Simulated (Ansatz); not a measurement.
Cartesian coordinates in Å:
```
C -1.775 1.864 -0.048
C -1.864 0.469 0.563
C -0.573 0.038 1.214
C 0.512 -0.452 0.385
C 0.424 -0.640 -0.948
N 1.390 -1.158 -1.748
C 1.369 -0.983 -3.176
N -0.515 0.177 2.485
C 0.697 -0.171 3.181
H -2.733 2.164 -0.480
H -1.508 2.593 0.720
H -1.018 1.919 -0.834
H -2.623 0.462 1.346
H -2.178 -0.256 -0.196
H 1.452 -0.688 0.873
H -0.495 -0.405 -1.477
H 2.294 -1.293 -1.326
H 1.978 -1.752 -3.654
H 1.735 0.000 -3.498
H 0.346 -1.099 -3.539
H 1.556 0.433 2.858
H 0.558 0.002 4.250
H 0.971 -1.226 3.049
```

Charge 0, multiplicity 1.

Problem. List the PBE/def2-TZVPP orbital energies in eV (the Gaussian-basis code of Ansatz). (Best estimate.)

Solution. Computed: Occupied: -381.51, -379.29, -270.15, -270.05, -269.38, -268.76, -268.46, -268.46, -268.39, -23.85, -22.24, -19.34, -18.64, -17.24, -16.59, -15.34, -14.92, -13.09, -12.41, -11.80, -11.22, -11.05, -10.63, -10.14, -9.92, -9.89, -9.57, -9.03, -8.86, -8.28, -7.84, -7.77, -6.63, -4.90, -4.78. Lowest empty: -1.38, 0.10, 0.38, 0.91, 1.23, 1.37, 1.94, 2.03.
